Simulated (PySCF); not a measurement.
# Static response to an electric field

Species: C₄H₃NO₃.
Structure used (PBE0-D3(BJ)/def2-SVP), in Å, numbered top down from 1:
```xyz
11
C4H3NO3 angstrom
O      1.928   -0.950   -1.147
C      1.685    0.210   -1.283
O      0.681    0.872   -0.685
C     -0.161    0.211    0.156
C     -1.243    0.846    0.821
N     -1.894   -0.007    1.564
O     -1.266   -1.201    1.409
C     -0.231   -1.089    0.573
H      2.247    0.923   -1.918
H     -1.551    1.889    0.770
H      0.352   -1.980    0.369
```

Level: CAM-B3LYP/def2-SVPD (PySCF), static field, nuclei fixed, core orbitals frozen in the response. The polarisability tensor in these axes (au):

```
x    63.21  -4.50 -18.30
y    -4.50  63.96  -3.71
z   -18.30  -3.71  53.36
```

Problem. What are the eigenvalues, a third of the trace, and Δα (Δα² = ½Σ(αi − αj)² over the three pairs)?

Solution. Principal values 38.08, 65.07 and 77.38 au; mean 60.18 au = 8.92 Å³ = 9.92 × 10⁻⁴⁰ C²·m²/J; Δα = 34.81 au (58 % of the mean).

Problem. What is the dipole moment, and where does it point?

Solution. (1.52, 2.04, -1.75) D, 3.08 D in size, pointing from the negative to the positive side. Measured along this direction, the outermost atoms are O7 at the negative end and H9 at the positive end.

Problem. Give the principal axes and the span of the nuclei along them.

Solution. Largest value along (0.80, -0.10, -0.59), where the nuclei span 5.27 Å; middle along (-0.05, 0.97, -0.23), 3.75 Å; least along (0.60, 0.21, 0.77), 0.00 Å. The response follows the extents in order.

Problem. Molar refractivity from α?

Solution. Lorentz–Lorenz: R = (4π/3)N_A α = 2.5225 cm³/(mol·Å³) × 8.92 Å³ = 22.5 cm³/mol, in the limit of long wavelengths.

Problem. Find the Langevin capture rate constant for H3O+ (19.018 u) meeting this molecule (113.011 u), k = 2.342 × 10⁻⁹ cm³/s × √(α in Å³ / reduced mass in u).

Solution. The reduced mass is 16.28 u, so k = 1.73 × 10⁻⁹ cm³/s. The formula leaves out the permanent dipole, which adds to the capture rate.

The structure is a single PBE0-D3(BJ)/def2-SVP conformer in the gas phase; no vibrational or solvent corrections.
